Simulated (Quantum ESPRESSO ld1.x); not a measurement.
Results of a calculation; reference values are marked as such.
Task: In III, configuration [Kr] 4d10 5s1. Code: ld1.x of Quantum ESPRESSO 7.5. Model: Dirac Kohn-Sham, PBEsol, spin-unpolarised, spherical densities, point nucleus.

Spin-orbit splittings of the eigenvalues, e(l+1/2) - e(l-1/2), with zeta = 2 splitting/(2l+1) and mean radii in bohr:

| shell | occ. | splitting (eV) | zeta (eV) | <r> j=l-1/2 | <r> j=l+1/2 |
|---|---|---|---|---|---|
| 2p | 6 | 210.7 | 140.5 | 0.1085 | 0.1138 |
| 3p | 6 | ? | ? | 0.3396 | 0.3507 |
| 3d | 10 | 7.800 | 3.120 | 0.3224 | 0.3259 |
| 4p | 6 | 6.674 | 4.450 | 0.9009 | 0.9314 |
| 4d | 10 | 0.8753 | 0.3501 | 1.157 | 1.172 |

Estimate the 3p splitting.

Result: 38.06 eV (zeta = 25.37 eV).
